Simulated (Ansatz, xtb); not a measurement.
## C4H9NSe: which of two isomers lies lower

Structure a is `C/N=C/[C@H](C)[SeH]`, a singlet and structure b is `[H]/N=C/CC[Se]C`, a singlet. Both are isolated molecules in the gas phase, relaxed with r2SCAN-D4/def2-SVP; the shapes shown needn't be the lowest conformers.

a (Å):

```xyz
15

C    -0.5054   -0.3596   -1.6420
C    -0.4396   -0.0519    0.6653
C     0.0589    0.5649    1.9312
C     0.3544   -0.4581    3.0191
N     0.0421    0.2661   -0.4666
Se   -1.3658    1.7848    2.6112
H    -0.9017    0.4164   -2.3190
H    -1.3113   -1.0942   -1.4343
H     0.3011   -0.8665   -2.1983
H    -1.2695   -0.7880    0.7817
H     0.9386    1.1844    1.7040
H     0.6813    0.0312    3.9489
H     1.1574   -1.1353    2.6862
H    -0.5342   -1.0699    3.2458
H    -1.3375    2.6452    1.4181
```

b (Å):

```yaml
atoms:
  - { symbol: C, position_ang: [-1.3387, 2.1781, 0.2769] }
  - { symbol: C, position_ang: [1.2450, 1.3304, -0.8293] }
  - { symbol: C, position_ang: [1.2448, -0.1027, -0.2953] }
  - { symbol: C, position_ang: [0.9532, -1.1371, -1.3417] }
  - { symbol: N, position_ang: [1.7481, -2.1111, -1.5468] }
  - { symbol: Se, position_ang: [-0.4907, 1.9980, -1.4705] }
  - { symbol: H, position_ang: [-0.7592, 2.8600, 0.9161] }
  - { symbol: H, position_ang: [-2.3345, 2.6089, 0.1030] }
  - { symbol: H, position_ang: [-1.4564, 1.2028, 0.7699] }
  - { symbol: H, position_ang: [1.5977, 2.0338, -0.0586] }
  - { symbol: H, position_ang: [1.9227, 1.4274, -1.6930] }
  - { symbol: H, position_ang: [0.4968, -0.1931, 0.5153] }
  - { symbol: H, position_ang: [2.2287, -0.3386, 0.1450] }
  - { symbol: H, position_ang: [0.0125, -0.9755, -1.9099] }
  - { symbol: H, position_ang: [1.3788, -2.7072, -2.2978] }
```

Quicker runs give these differences E(b) − E(a): GFN2-xTB +9.78 kcal/mol; HF/STO-3G −1.62 kcal/mol (at GFN2-xTB geometries); r2SCAN-D4/def2-SVP//GFN2-xTB +2.81 kcal/mol.

Question: Estimate which is lower in electronic energy at CCSD(T)/def2-SVP + ΔMP2/def2-TZVPP, and by roughly how much.

Answer: Not settled: CCSD(T)/def2-SVP + ΔMP2/def2-TZVPP gives E(b) − E(a) = −1.06 kcal/mol, but this leans on the basis-set step: CCSD(T) alone gives +2.74 kcal/mol.

Level by level:

```tsv
level	geometry	E(b) − E(a) (kcal/mol)	departure from the last row (kcal/mol)	job, with rough time for the two
GFN2-xTB	GFN2-xTB	+9.78	+10.85	optimisation, 0.35 s
HF/STO-3G	GFN2-xTB	−1.62	−0.55	single point, 0.46 s
r2SCAN-D4/def2-SVP//GFN2-xTB	GFN2-xTB	+2.81	+3.87	single point, 4.3 s
r2SCAN-D4/def2-SVP	r2SCAN-D4/def2-SVP	+2.32	+3.38	optimisation, 55 s
HF/def2-SVP	r2SCAN-D4/def2-SVP	+1.68	+2.75	part of the CCSD(T) run
MP2/def2-SVP	r2SCAN-D4/def2-SVP	+2.58	+3.64	part of the CCSD(T) run
CCSD(T)/def2-SVP	r2SCAN-D4/def2-SVP	+2.74	+3.81	single point
CCSD(T)/def2-SVP + ΔMP2/def2-TZVPP	r2SCAN-D4/def2-SVP	−1.06		single point, 98 s
```

As drawn, b has 1 N–H, 1 C–Se in place of 1 C–N, 1 Se–H.

GFN2-xTB, r2SCAN-D4/def2-SVP//GFN2-xTB, r2SCAN-D4/def2-SVP, HF/def2-SVP, MP2/def2-SVP, CCSD(T)/def2-SVP put the two in the other order. The largest departure from CCSD(T)/def2-SVP + ΔMP2/def2-TZVPP is that of GFN2-xTB, 10.85 kcal/mol. The last row adds to CCSD(T) the change of the MP2 difference between the two basis sets, here −3.81 kcal/mol, a large step that makes the value less sure.

With thermal terms from frequencies at re-optimised GFN2-xTB minima (ideal gas, soft modes damped towards free rotors, one conformer each, 298.15 K, 1 atm): on the last row, ΔE + ΔZPE = +0.63, ΔH = +0.56, ΔG = +0.38 kcal/mol.

The correlated steps freeze 14 core orbitals; the filled d shell of Se is correlated, in a basis made for valence electrons. Mirror images aren't counted in ΔG. Run with Ansatz 0.2.0, xtb 6.7.1; the last row on 4 threads of Arm Neoverse V1 on a shared host.
